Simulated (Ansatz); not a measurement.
Consider the hydrogenolysis of a Ge–Cl bond: `C[CH2][GeH]([SiH3])[Cl]` + H₂ → `C[CH2][GeH2][SiH3]` + HCl.

Gas-phase electronic energies from Ansatz, PBE0-D4/def2-TZVP geometries. CCSD(T)/CBS adds triple-zeta CCSD(T) − MP2 to the extrapolated MP2 energy (def2 sets, frozen cores). This one scheme is used for every species. DFT in def2-TZVPP. B3LYP here is the variant with VWN-RPA as its local correlation; programs differ in this. For Ge outer-core shells are correlated without core-valence functions, which leaves a few kJ/mol of doubt a bond. Scalar relativity is left out up to krypton. One conformer a species, not always the lowest.

**Question.** Is it downhill or uphill in electronic energy at CCSD(T)/CBS, and by how much? (An estimate is asked.)

**Answer.** The calculation gave: Uphill: ΔE = +63.1 kJ/mol.

**Question.** What do these levels give: PBE0-D4, PBE, r2SCAN, B3LYP, HF/def2-QZVPP, MP2/def2-QZVPP? (An estimate is asked.)

**Answer.** Computed: PBE0-D4 63.3, PBE 58.8, r2SCAN 66.0, B3LYP 57.3, HF/def2-QZVPP 56.2, MP2/def2-QZVPP 71.2 kJ/mol.

Largest T1 diagnostic among the species: 0.011.

The D4 term adds +9.8 kJ/mol with B3LYP and +5.5 kJ/mol with PBE0; it sums over pairs of atoms, weighted by their polarisabilities, and B3LYP, whose exchange is more repulsive, gets the larger term. In def2-TZVPP, CCSD(T) changes the Hartree–Fock value by +3.3 kJ/mol (the triples alone add +3.4 kJ/mol) and MP2 by +12.8 kJ/mol.
